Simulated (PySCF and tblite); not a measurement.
Values are calculated unless marked as measured or tabulated.
## Dynamics report: ring inversion

System: C₅H₁₀Si, numbered as in [CH2:1]=[C:2]1[CH2:3][CH2:4][SiH2:5][CH2:6]1.

Motion: inversion of the 5-membered ring (2–3–4–5–6). The path came from a restrained scan, a climbing-image band and a saddle search at GFN2-xTB; energies are PBE0/pcSseg-1 + D3(BJ)//GFN2-xTB, thermal terms GFN2-xTB. Rates follow Eyring's equation with the number of equivalent paths and no tunnelling. (PySCF 2.14 with density fitting, tblite 0.8.)

| point | symmetry | E(GFN2) kcal/mol | E(DFT) kcal/mol | ZPE change kcal/mol | lowest mode cm⁻¹ | dipole D |
| --- | --- | --- | --- | --- | --- | --- |
| start (twist) | C1 | 0.0 | 0.0 | 0.00 | 79 | 0.34 |
| saddle (twist) | C1 | 1.9 | 2.6 | -0.26 | 72i | 0.52 |
| end (twist) | C1 | 0.0 | 0.0 | 0.00 | 78 | 0.34 |

| Property | Result |
| --- | --- |
| Electronic barrier | 2.6 kcal/mol |
| Barrier with zero-point energy | 2.4 kcal/mol |
| ΔH‡ (298 K) | 2.0 kcal/mol |
| ΔS‡ (298 K, symmetry apart) | -2.7 cal/(mol K) |
| Paths | 2 equivalent paths |
| End point | the same structure with atoms interchanged, or its mirror image |
| Mean lifetime of the start against this motion at 298 K | 8.7 ps |
| Cost | 35 s on 1 thread of Intel Xeon Platinum 8488C, on a host shared with other jobs (rough), peak memory 0.82 GiB, launched as `OMP_NUM_THREADS=1 python ens_run.py task.json out` |

```
T/K  ΔG‡ kcal/mol     k s⁻¹
150           2.5   1.5×10⁹
200           2.6  1.3×10¹⁰
250           2.7  4.8×10¹⁰
298           2.8  1.2×10¹¹
350           2.9  2.2×10¹¹
400           3.0  3.7×10¹¹
500           3.3  7.3×10¹¹
```

ΔG and ΔG‡ leave out symmetry numbers and mirror images; rates count paths: 2 out.
